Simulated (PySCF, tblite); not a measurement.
Isomers of C6H9OP, one GFN2-xTB conformer each. Single-point energies are computed at PBE0/pcSseg-1 (PySCF, gas phase, no added dispersion term), electronic only.

```
             SMILES  GFN2-xTB relative energy (kcal/mol)
CC1=C[P@]1(=O)C1CC1                                 54.2
       CC(C)c1occp1                                 15.6
 CC1=C[PH](=O)C=C1C                                  0.0
       COC1C=CPC=C1                                 50.1
     C=CC1=C(C)P1CO                                 79.3
      C#CP1CC(OC)C1                                 69.4
```

Conformers: `[CH3:1][C:2]1=[CH:3][P@:4]1(=[O:5])[CH:6]1[CH2:7][CH2:8]1` with C3–P4–C6–C7 119°; `[CH3:1][CH:2]([CH3:3])[c:4]1[o:5][cH:6][cH:7][p:8]1` with C1–C2–C4–O5 61°; `[CH3:1][O:2][CH:3]1[CH:4]=[CH:5][PH:6][CH:7]=[CH:8]1` with C1–O2–C3–C4 159°, O2–C3–C4–C5 169°, C4–C5–P6–C7 -38°, C5–P6–C7–C8 39°, O2–C3–C8–C7 -166°; `[CH2:1]=[CH:2][C:3]1=[C:4]([CH3:5])[P:6]1[CH2:7][OH:8]` with C1–C2–C3–C4 -178°, C4–P6–C7–O8 -103°, P6–C7–O8–H 55°; `[CH:1]#[C:2][P:3]1[CH2:4][CH:5]([O:6][CH3:7])[CH2:8]1` with C4–C5–O6–C7 175°, C2–P3–C4–C5 78°, P3–C4–C5–O6 142°, C4–C5–C8–P3 -20°, C2–P3–C8–C5 -78°.

Task: What does PBE0/pcSseg-1 give for the same structures?

Result: 
| SMILES | PBE0/pcSseg-1 E (Eh) | PBE0/pcSseg-1 (kcal/mol) | GFN2-xTB (kcal/mol) | point group |
| --- | --- | --- | --- | --- |
| CC(C)c1occp1 | -650.07171 | 0.0 | 15.6 | Cs |
| CC1=C[PH](=O)C=C1C | -650.06869 | 1.9 | 0.0 | Cs |
| COC1C=CPC=C1 | -650.02013 | 32.4 | 50.1 | C1 |
| CC1=C[P@]1(=O)C1CC1 | -650.01202 | 37.5 | 54.2 | C1 |
| C=CC1=C(C)P1CO | -649.99224 | 49.9 | 79.3 | C1 |
| C#CP1CC(OC)C1 | -649.98169 | 56.5 | 69.4 | C1 |

GFN2-xTB puts CC1=C[PH](=O)C=C1C lowest instead; measured from each level's own lowest isomer, the values differ by up to 29.4 kcal/mol (C=CC1=C(C)P1CO: 79.3 against 49.9). As drawn, the lowest has an aromatic ring, which the highest lacks; the highest has a four-membered ring and a C≡C bond, which the lowest lacks. Neighbours under 2.5 kcal/mol apart (CC(C)c1occp1 and CC1=C[PH](=O)C=C1C) can change places with a better method, another conformer or zero-point energy.

Task: Which frontier levels, dipoles and rotational constants go with these structures?

Result: 
```json
{"SMILES": "CC(C)c1occp1", "HOMO (eV, PBE0/pcSseg-1)": "-6.55", "LUMO (eV)": "-0.64", "dipole (D)": "1.20", "A, B, C (MHz)": "3201, 1274, 1131"}
{"SMILES": "CC1=C[PH](=O)C=C1C", "HOMO (eV, PBE0/pcSseg-1)": "-7.00", "LUMO (eV)": "-1.89", "dipole (D)": "5.42", "A, B, C (MHz)": "3313, 1306, 991.7"}
{"SMILES": "COC1C=CPC=C1", "HOMO (eV, PBE0/pcSseg-1)": "-6.66", "LUMO (eV)": "-0.10", "dipole (D)": "0.83", "A, B, C (MHz)": "4073, 1103, 933.1"}
{"SMILES": "CC1=C[P@]1(=O)C1CC1", "HOMO (eV, PBE0/pcSseg-1)": "-7.05", "LUMO (eV)": "-0.33", "dipole (D)": "4.08", "A, B, C (MHz)": "3453, 1135, 1052"}
{"SMILES": "C=CC1=C(C)P1CO", "HOMO (eV, PBE0/pcSseg-1)": "-6.16", "LUMO (eV)": "-1.25", "dipole (D)": "3.08", "A, B, C (MHz)": "2150, 1230, 893.3"}
{"SMILES": "C#CP1CC(OC)C1", "HOMO (eV, PBE0/pcSseg-1)": "-6.74", "LUMO (eV)": "-0.24", "dipole (D)": "1.93", "A, B, C (MHz)": "3422, 1038, 946.0"}
```

Task: What happens when harmonic zero-point energies from GFN2-xTB frequencies are added?

Result: 
```tsv
SMILES	ZPE (kcal/mol)	electronic (kcal/mol)	with ZPE (kcal/mol)
CC(C)c1occp1	85.6	0.0	0.7
CC1=C[PH](=O)C=C1C	83.0	1.9	0.0
COC1C=CPC=C1	82.3	32.4	29.8
CC1=C[P@]1(=O)C1CC1	83.3	37.5	35.8
C=CC1=C(C)P1CO	81.7	49.9	46.7
C#CP1CC(OC)C1	82.7	56.5	54.3
```

The zero-point energies span 3.9 kcal/mol. CC1=C[PH](=O)C=C1C becomes the lowest.

Task: As an exercise, what shares would exp(−E/RT) give at 500 K from these electronic energies alone (no entropy, no degeneracies)?

Result: RT = 0.994 kcal/mol: CC(C)c1occp1 87.1 %, CC1=C[PH](=O)C=C1C 12.9 %, COC1C=CPC=C1 under 0.1 %, CC1=C[P@]1(=O)C1CC1 under 0.1 %, C=CC1=C(C)P1CO under 0.1 %, C#CP1CC(OC)C1 under 0.1 %.
